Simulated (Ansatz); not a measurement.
Saddle point of Si2H8SO, singlet (Si₂H₆O ([SiH3][O][SiH3]) + H₂S → Si₂H₆SO ([SiH3][O][SiH2][SH]) + H₂; bonds formed: Si1–S8, H2–H7; bonds broken: Si1–H2, H7–S8), PBE0-D4/def2-TZVP structure:

| atom | x (Å) | y (Å) | z (Å) |
| --- | --- | --- | --- |
| Si1 | 0.7597 | 0.5804 | 0.0893 |
| H2 | 0.9562 | -0.7616 | -0.9729 |
| O3 | -0.7782 | 0.5857 | -0.5248 |
| Si4 | -2.2753 | -0.0281 | -0.2713 |
| H5 | 0.4918 | 0.3431 | 1.5224 |
| H6 | 1.3294 | 1.7858 | -0.5293 |
| H7 | 1.7935 | -0.6993 | -0.5863 |
| S8 | 3.0952 | -0.0868 | 0.4986 |
| H9 | -2.5179 | -0.2093 | 1.1854 |
| H10 | -2.3989 | -1.3471 | -0.9459 |
| H11 | -3.2750 | 0.9128 | -0.8314 |
| H12 | 2.8196 | -1.0755 | 1.3662 |

Energies are electronic, without zero-point energy. Barriers and step energies count from the start structure reached by relaxing down the imaginary mode; all methods use the PBE0-D4 structures, on which another method's saddle can fall below an end. Program: Ansatz 0.2.0. Basis: def2-TZVPP, with def2-QZVPP for the basis limit. Cores are frozen in the correlated methods. B3LYP uses VWN-RPA correlation. Extrapolation: Hartree–Fock as exp(−7.88 √X), correlation as X^−2.97.

| method | barrier (kcal/mol) | step energy (kcal/mol) |
| --- | --- | --- |
| SPW92 | 28.73 | -9.90 |
| PBE-D4 | 34.76 | -11.55 |
| BLYP-D4 | 40.76 | -10.71 |
| r2SCAN-D4 | 38.34 | -11.57 |
| B97M-V | ? | -10.16 |
| PBE0-D4 | 39.25 | -10.93 |
| B3LYP-D4 | ? | -10.13 |
| r2SCAN0-D4 | 41.42 | -11.01 |
| BHLYP-D4 | 49.40 | -9.34 |
| CAM-B3LYP-D4 | ? | -8.99 |
| wB97X-V | 46.04 | -9.86 |
| wB97M-V | 44.70 | -10.06 |
| B2PLYP | 45.83 | -9.42 |
| PBE-QIDH | 43.25 | -10.48 |
| RPA on PBE | 48.00 | -8.24 |
| HF | 63.07 | -6.33 |
| MP2 | 44.74 | -11.42 |
| CCSD | 49.93 | -8.51 |
| CCSD(T) | 46.91 | -9.48 |

(1) Fill in the withheld barriers. (An estimate is asked for; the value comes from the calculation.)

No T1 diagnostic of these runs exceeds 0.013.

## Answers

(1) By the calculation: B97M-V 42.48; CAM-B3LYP-D4 46.58; B3LYP-D4 43.97 kcal/mol. Each is the energy of the saddle less that of the start structure, by the same method.

For comparison, the barrier by CCSD(T) at an estimated basis limit (MP2 extrapolated from triple and quadruple zeta, plus CCSD(T) − MP2 in triple zeta) is 44.93 kcal/mol.

Labels in which every atom is bracketed show which atoms are joined, not bond orders.

For scale, one of the runs: CCSD(T)/def2-TZVPP, 269 basis functions, launched by `ansatz run in.yaml --threads 4 --pin off --events-out ev --progress --plain --max-ram 9574MiB`. Time: 2.5 min of wall clock on 4 CPU threads of an Arm Neoverse V2; the host was shared. Peak host memory: 6.3 GiB.
